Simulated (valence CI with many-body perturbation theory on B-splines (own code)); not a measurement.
**E1 line list for Fe3+**

Level of theory: configuration interaction combined with many-body perturbation theory (CI+MBPT): five valence electrons over a frozen Dirac-Fock core [Ar], a basis of 7 s, 7 p, 8 d, 6 f, 4 g, 1 h functions for each j, with the one-electron correlation potential Σ1 (screened to all orders), the two-electron term Σ2, the three-electron term Σ3, Breit, model QED; selected single and double excitations, second order for the rest (own B-spline code, finite nucleus).

Against 54 measured levels this calculation errs by 4258 cm⁻¹ on average and by 7832 at most. These come from a selection out of Corliss and Sugar, J. Phys. Chem. Ref. Data 11, 135 (1982). Levels without a partner in it may be off by more, other configurations by 1,000 to 8,000 cm⁻¹. Among the levels kept, up to 2000 cm⁻¹ of a level comes from second order outside the variational space, and about a tenth of that is noise between levels of different J, which matters for small intervals.

Lines 351 to 400 of 587 in falling wavelength, among levels below 28.265 eV, chosen from the strongest by gf and those to the six lowest levels. Wavelengths and rates use the calculated energies, so an error of 4000 cm⁻¹ moves a line at 1443 Å by 5.8 % and its rate by three times that or more. Electric multipoles are in the length gauge, E1 and E2 with the static RPA response of the core. Weak lines are less certain than strong ones. Lines between different terms over intervals too small for the method are left out, as are lines whose strength nearly cancels. Where a level lies close to another of its J and parity, the split of strength between their lines is uncertain. The highest levels of a list are the least certain.

Names give the largest LS component (configuration and term), which can be under half, so a name can repeat, a term be missing and a line seem to break the LS rules; names also repeat where a configuration has a term twice. Letters in brackets count levels of one name in rising energy.

```
λ vac (Å)               Upper             Lower   A (s⁻¹)  S (a.u.)
     1443   3d⁴4p ²F°_7/2 [c]      3d⁴4s ⁴H_9/2  6.38e+07  7.57e-01
     1441   3d⁴4p ⁴G°_9/2 [c]     3d⁴4s ⁴H_11/2  1.24e+08  1.83e+00
     1440  3d⁴4p ⁴G°_11/2 [c]     3d⁴4s ⁴H_13/2  1.28e+08  2.26e+00
     1437   3d⁴4p ⁴F°_5/2 [d]      3d⁴4s ⁴G_7/2  1.24e+08  1.09e+00
     1436   3d⁴4p ⁴F°_7/2 [d]      3d⁴4s ⁴G_9/2  1.05e+08  1.23e+00
     1435   3d⁴4p ⁴F°_3/2 [d]      3d⁴4s ⁴G_5/2  1.30e+08  7.59e-01
     1433   3d⁴4p ⁴F°_9/2 [d]     3d⁴4s ⁴G_11/2  1.01e+08  1.46e+00
     1400   3d⁴4p ²D°_5/2 [c]  3d⁴4s ²F_7/2 [a]  8.52e+07  6.92e-01
    731.4   3d⁴4p ⁴F°_9/2 [a]        3d⁵ ⁴F_9/2  2.56e+08  4.94e-01
    728.6   3d⁴4p ²G°_7/2 [b]    3d⁵ ²G_7/2 [b]  4.28e+08  6.53e-01
    728.1   3d⁴4p ²G°_9/2 [c]    3d⁵ ²G_9/2 [b]  4.45e+08  8.48e-01
    707.5   3d⁴4p ⁴D°_1/2 [a]        3d⁵ ⁴F_3/2  1.00e+09  3.50e-01
    706.9   3d⁴4p ⁴D°_3/2 [a]        3d⁵ ⁴F_5/2  5.37e+08  3.75e-01
    704.6   3d⁴4p ⁴D°_5/2 [a]        3d⁵ ⁴F_7/2  8.52e+08  8.83e-01
    702.8   3d⁴4p ⁴D°_7/2 [a]        3d⁵ ⁴F_9/2  9.85e+08  1.35e+00
    702.7  3d⁴4p ²H°_11/2 [d]    3d⁵ ²G_9/2 [b]  2.81e+08  5.78e-01
    700.5   3d⁴4p ²H°_9/2 [d]    3d⁵ ²G_7/2 [b]  3.43e+08  5.83e-01
    694.7   3d⁴4p ²F°_7/2 [e]    3d⁵ ²G_9/2 [b]  4.34e+08  5.75e-01
    693.2   3d⁴4p ²F°_5/2 [d]    3d⁵ ²G_7/2 [b]  4.65e+08  4.59e-01
    673.1   3d⁴4p ⁴P°_3/2 [a]        3d⁵ ⁴P_5/2  4.14e+08  2.49e-01
    668.9   3d⁴4p ⁴P°_5/2 [a]        3d⁵ ⁴P_5/2  3.04e+08  2.69e-01
    665.7       3d⁴4p ⁶D°_3/2        3d⁵ ⁴P_5/2  1.63e+08  9.52e-02
    664.7       3d⁴4p ⁶D°_5/2        3d⁵ ⁴P_5/2  1.86e+08  1.62e-01
    647.4       3d⁴4p ⁶D°_7/2        3d⁵ ⁴G_9/2  2.58e+07  2.77e-02
    646.9   3d⁴4p ²D°_5/2 [b]    3d⁵ ²F_7/2 [b]  4.85e+08  3.89e-01
    645.7       3d⁴4p ⁶D°_9/2       3d⁵ ⁴G_11/2  7.68e+07  1.02e-01
    643.6  3d⁴4p ²I°_13/2 [a]       3d⁵ ²H_11/2  2.67e+08  4.91e-01
    642.7  3d⁴4p ²I°_11/2 [a]        3d⁵ ²H_9/2  2.42e+08  3.80e-01
    641.8   3d⁴4p ²P°_3/2 [b]        3d⁵ ²S_1/2  8.08e+08  4.22e-01
    641.4   3d⁴4p ⁴D°_7/2 [a]        3d⁵ ⁴D_7/2  6.68e+08  6.96e-01
    638.3   3d⁴4p ⁴F°_3/2 [a]        3d⁵ ⁴G_5/2  1.62e+09  8.34e-01
    637.8   3d⁴4p ²H°_9/2 [a]        3d⁵ ²H_9/2  4.36e+08  5.59e-01
    637.7   3d⁴4p ⁴F°_5/2 [a]        3d⁵ ⁴G_7/2  1.46e+09  1.12e+00
    637.6   3d⁴4p ⁴F°_5/2 [a]        3d⁵ ⁴G_5/2  1.64e+08  1.26e-01
    636.7   3d⁴4p ⁴F°_7/2 [a]        3d⁵ ⁴G_7/2  1.58e+08  1.61e-01
    636.7   3d⁴4p ⁴F°_7/2 [a]        3d⁵ ⁴G_9/2  1.45e+09  1.47e+00
    636.7   3d⁴4p ²G°_9/2 [a]    3d⁵ ²F_7/2 [a]  2.74e+08  3.49e-01
    636.4  3d⁴4p ²H°_11/2 [a]       3d⁵ ²H_11/2  6.28e+08  9.59e-01
    635.5   3d⁴4p ⁴F°_9/2 [a]        3d⁵ ⁴G_9/2  9.30e+07  1.18e-01
    635.3   3d⁴4p ⁴F°_9/2 [a]       3d⁵ ⁴G_11/2  1.47e+09  1.86e+00
    631.4  3d⁴4p ²H°_11/2 [b]    3d⁵ ²G_9/2 [a]  2.62e+08  3.91e-01
    631.3   3d⁴4p ⁴D°_3/2 [a]        3d⁵ ⁴P_5/2  5.59e+07  2.78e-02
    630.4   3d⁴4p ²G°_9/2 [c]    3d⁵ ²F_7/2 [b]  3.38e+08  4.17e-01
    630.3   3d⁴4p ⁴D°_5/2 [a]        3d⁵ ⁴P_5/2  1.81e+08  1.34e-01
    630.3   3d⁴4p ²G°_9/2 [b]    3d⁵ ²G_9/2 [a]  2.75e+08  3.40e-01
    630.3   3d⁴4p ²G°_7/2 [a]    3d⁵ ²G_7/2 [a]  3.58e+08  3.54e-01
    630.2   3d⁴4p ⁴F°_9/2 [b]        3d⁵ ⁴F_9/2  2.59e+08  3.20e-01
    630.1   3d⁴4p ²H°_9/2 [b]    3d⁵ ²G_7/2 [a]  2.91e+08  3.59e-01
    629.3   3d⁴4p ²F°_5/2 [b]    3d⁵ ²G_7/2 [a]  8.95e+08  6.61e-01
    629.2   3d⁴4p ⁴D°_7/2 [a]        3d⁵ ⁴P_5/2  2.15e+08  2.11e-01
```
